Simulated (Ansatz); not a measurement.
Gas-phase electronic energies from Ansatz, PBE0-D4/def2-TZVP geometries. CCSD(T)/CBS is the MP2 limit (def2-TZVPP, def2-QZVPP) plus CCSD(T) − MP2 in def2-TZVPP, frozen cores. Functionals use def2-TZVPP. B3LYP here is the variant with VWN-RPA as its local correlation; programs differ in this. Each species was taken in one conformer, which may not be the lowest.

Reaction (isomerisation): `[NH2][AlH][SiH2][SiH2]Cl` → `[NH2][AlH][SiH]([SiH3])Cl`

`[NH2][AlH][SiH2][SiH2]Cl`:

Z-matrix (Å, degrees):
```
Si
Al 1 2.452
Si 1 2.335 2 109.8
H 1 1.493 2 112.4 3 118.8
H 1 1.494 2 113.4 3 -119.6
N 2 1.763 1 115.7 3 -23.4
H 2 1.584 1 125.4 3 155.6
Cl 3 2.078 1 108.3 2 52.3
H 3 1.485 1 114.8 2 171.0
H 3 1.486 1 111.7 2 -64.9
H 6 1.007 2 125.4 1 179.9
H 6 1.009 2 123.9 1 -2.0
```

`[NH2][AlH][SiH]([SiH3])Cl`:

Cartesian coordinates in Å:
```
N 1.083 -1.540 1.483
Al 0.563 0.113 1.822
Si -0.596 1.249 -0.020
Si -0.435 0.109 -2.057
Cl -2.623 1.330 0.488
H 1.542 -2.149 2.142
H 0.935 -2.023 0.611
H 0.844 0.718 3.258
H -0.169 2.661 -0.240
H -0.809 -1.319 -1.859
H 0.979 0.155 -2.526
H -1.314 0.696 -3.102
```

```json
{"level": "PBE0-D4", "ΔE (kJ/mol)": "11.9"}
{"level": "ωB97M-V", "ΔE (kJ/mol)": "12.1"}
{"level": "PBE", "ΔE (kJ/mol)": "10.4"}
{"level": "r2SCAN", "ΔE (kJ/mol)": "12.1"}
{"level": "PBE0", "ΔE (kJ/mol)": "11.0"}
{"level": "B3LYP", "ΔE (kJ/mol)": "9.1"}
{"level": "SCS-MP2/def2-QZVPP", "ΔE (kJ/mol)": "10.9"}
{"level": "HF/CBS(def2)", "ΔE (kJ/mol)": "7.6"}
```

(1) What does CCSD(T)/CBS give? (An estimate is asked.)

Largest T1 diagnostic among the species: 0.013.

## Answers

(1) Ansatz gave: +12.0 kJ/mol. The listed levels differ from it by -0.1, 0.1, -1.6, 0.1, -1.0, -2.9, -1.1, -4.4 kJ/mol.

In def2-TZVPP, CCSD(T) changes the Hartree–Fock value by +4.4 kJ/mol (the triples alone add +0.6 kJ/mol) and MP2 by +4.8 kJ/mol.
